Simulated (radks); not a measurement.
Values are calculated unless marked as measured or tabulated.
Radial electron density D(r) = 4 pi r^2 rho(r) of an atom or ion with 23 electrons. Code: a radial shooting solver on a logarithmic mesh with Libxc functionals. Model: scalar-relativistic Kohn-Sham, PBE, spin-polarised, spherical densities, point nucleus.

r (bohr)  D(r) (e/bohr)  spin D(r)
0.005519          2.937  -0.000322
0.006323          3.693  -0.000405
0.007303          4.679  -0.000513
0.008367          5.811  -0.000637
0.009585          7.164  -0.000785
0.01107           8.860  -0.000971
0.01268           10.72   -0.00117
0.01453           12.83   -0.00141
0.01678           15.30   -0.00168
0.01923           17.80   -0.00196
0.02203           20.37   -0.00225
0.02524           22.87   -0.00255
0.02914           25.27   -0.00287
0.03339           27.10   -0.00317
0.03825           28.30   -0.00347
0.04418           28.74   -0.00381
0.05062           28.31   -0.00419
0.05799           27.12   -0.00467
0.06697           25.34   -0.00525
0.07673           23.59   -0.00574
0.0879            22.29   -0.00568
0.1007            21.93   -0.00401
0.1163            22.89    0.00184
0.1333            24.97     0.0151
0.1527            27.69     0.0417
0.1763            30.28     0.0939
0.202             31.41      0.177
0.2314            30.50      0.307
0.2673            27.14      0.510
0.3062            22.32      0.773
0.3508            17.15       1.11
0.4019            12.96       1.52
0.4642            10.63       2.01
0.5318            10.53       2.49
0.6093            11.72       2.92
0.7036            13.09       3.26
0.8061            13.43       3.41
0.9236            12.47       3.38
1.067             10.31       3.15
1.222             7.814       2.79
1.4               5.457       2.35
1.604             3.574       1.88
1.852             2.179       1.41
2.122             1.331       1.02
2.431            0.7997      0.689
2.808            0.4540      0.424
3.217            0.2540      0.247
3.686            0.1325      0.131
4.257           0.05986     0.0597
4.877           0.02479     0.0248
5.587          0.008756    0.00875
6.401          0.002559    0.00256
7.393         0.0005487   0.000549

What is the nuclear charge?

Answer. Z = 24. The innermost maximum, from 1s, lies near gamma/Z bohr with gamma = sqrt(1 - (Z/c)^2) = 0.985, here 0.041 bohr (found: 0.0442), and its height grows with Z. The density is that of the chromium ion Cr+ in [Ar] 3d5; the configuration itself is not fixed sharply by these data, and Z only to about a unit. D(r) has 3 maxima, at r = 0.0442, 0.205, 0.781 bohr, and minima at 0.0983, 0.499 bohr, inside which lie 2.13, 10.57 electrons.
